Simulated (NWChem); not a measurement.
System: SrBrCl; SMILES [Sr]([Cl])[Br]

NWChem input:

```
start job
memory heap 200 mb stack 900 mb global 1100 mb
geometry units angstroms
  Sr     0.948829    -0.276836     0.073107
  Cl     1.365079     1.064831    -1.986473
  Br    -1.646133    -0.168891     0.801222
end
basis spherical
  * library def2-svp
end
ecp
  Sr library def2-ecp
end
dft
  xc pbe0
  iterations 150
end
driver
  maxiter 120
end
task dft optimize
dft
  grid fine
  convergence energy 1d-8 density 1d-7
end
task dft freq numerical
```

Parts of the log:

```
             Northwest Computational Chemistry Package (NWChem) 7.3.0
             --------------------------------------------------------

 CS  symmetry detected

                             Geometry "geometry" -> ""
                             -------------------------

 Output coordinates in angstroms (scale by  1.889725989 to convert to a.u.)

  No.       Tag          Charge          X              Y              Z
 ---- ---------------- ---------- -------------- -------------- --------------
    1 Sr                  38.0000     0.74582085     0.63883107     0.00000000
    2 Cl                  17.0000    -1.04458997     2.37366053     0.00000000
    3 Br                  35.0000    -0.30237608    -1.84650885     0.00000000

 Effective nuclear repulsion energy (a.u.)     471.5284144568

      Symmetry information
      --------------------

 Group name             Cs
 Group number              2
 Group order               2
 No. of unique centers     3

                                Z-matrix (autoz)
                                --------

 Units are Angstrom for bonds and degrees for angles

      Type          Name      I     J     K     L     M      Value
      ----------- --------  ----- ----- ----- ----- ----- ----------
    1 Stretch                  1     2                       2.49303
    2 Stretch                  1     3                       2.69734
    3 Bend                     2     1     3               111.22903

                           NWChem Geometry Optimization
                           ----------------------------

 maximum gradient threshold         (gmax) =   0.000450
 rms gradient threshold             (grms) =   0.000300
 maximum cartesian step threshold   (xmax) =   0.001800
 rms cartesian step threshold       (xrms) =   0.001200
 fixed trust radius                (trust) =   0.300000
 source of zmatrix                         =   autoz

          -------------------
          Energy Minimization
          -------------------

 Using diagonal initial Hessian
 Scaling for Hessian diagonals: bonds = 1.00  angles = 0.25  torsions = 0.10

          --------
          Step   0

                                 NWChem DFT Module
                                 -----------------

[...]

      ----------------------
      Optimization converged
      ----------------------

  Step       Energy      Delta E   Gmax     Grms     Xrms     Xmax
  ---- ---------------- -------- -------- -------- -------- --------
@    8   -3064.32930434 -2.1D-08  0.00007  0.00005  0.00007  0.00013
                                     ok       ok       ok       ok

                                Z-matrix (autoz)
                                --------

 Units are Angstrom for bonds and degrees for angles

      Type          Name      I     J     K     L     M      Value     Gradient
      ----------- --------  ----- ----- ----- ----- ----- ---------- ----------
    1 Stretch                  1     2                       2.60822   -0.00003
    2 Stretch                  1     3                       2.78269    0.00007
    3 Bend                     2     1     3               154.80858   -0.00000

                         Geometry "geometry" -> "geometry"
                         ---------------------------------

 Output coordinates in angstroms (scale by  1.889725989 to convert to a.u.)

  No.       Tag          Charge          X              Y              Z
 ---- ---------------- ---------- -------------- -------------- --------------
    1 Sr                  38.0000     0.17494678     0.51478793     0.00000000
    2 Cl                  17.0000    -0.84119897     2.91692353     0.00000000
    3 Br                  35.0000     0.06510699    -2.26572871     0.00000000

 Effective nuclear repulsion energy (a.u.)     443.8337017371

      Symmetry information
      --------------------

 Group name             Cs
 Group number              2
 Group order               2
 No. of unique centers     3

[...]

 Rotational Constants
 --------------------
 A=   1.074878 cm-1  (  1.546475 K)
 B=   0.022869 cm-1  (  0.032903 K)
 C=   0.022393 cm-1  (  0.032217 K)

 Temperature                      =   298.15K
 frequency scaling parameter      =   1.0000

 Zero-Point correction to Energy  =    0.799 kcal/mol  (  0.001274 au)
 Thermal correction to Energy     =    3.718 kcal/mol  (  0.005925 au)
 Thermal correction to Enthalpy   =    4.310 kcal/mol  (  0.006869 au)

 Total Entropy                    =   78.448 cal/mol-K
   - Translational                =   41.807 cal/mol-K (mol. weight = 202.7910)
   - Rotational                   =   27.462 cal/mol-K (symmetry #  =        1)
   - Vibrational                  =    9.179 cal/mol-K

 Cv (constant volume heat capacity) =   11.400 cal/mol-K
   - Translational                  =    2.979 cal/mol-K
   - Rotational                     =    2.979 cal/mol-K
   - Vibrational                    =    5.441 cal/mol-K

[normal modes left out]

 ----------------------------------------------------------------------------
 Normal Eigenvalue ||           Projected Infra Red Intensities
  Mode   [cm**-1]  || [atomic units] [(debye/angs)**2] [(KM/mol)] [arbitrary]
 ------ ---------- || -------------- ----------------- ---------- -----------
    1       -0.000 ||    0.000032           0.001         0.032       0.016
    2       -0.000 ||    0.000315           0.007         0.307       0.160
    3       -0.000 ||    0.000400           0.009         0.390       0.203
    4        0.000 ||    0.018288           0.422        17.828       9.281
    5        0.000 ||    0.011666           0.269        11.373       5.921
    6        0.000 ||    0.004954           0.114         4.829       2.514
    7       30.454 ||    0.029158           0.673        28.425      14.798
    8      203.515 ||    0.015809           0.365        15.412       8.023
    9      325.406 ||    0.096714           2.231        94.281      49.083
 ----------------------------------------------------------------------------
```

Level: PBE0/def2-SVP with def2 effective core potentials on Sr. This build's default masses of Se (78.918 u) and Br (79.917 u) are each other's, which moves their modes by up to 0.6 %. def2 effective core potentials on Sr; no spin-orbit coupling.
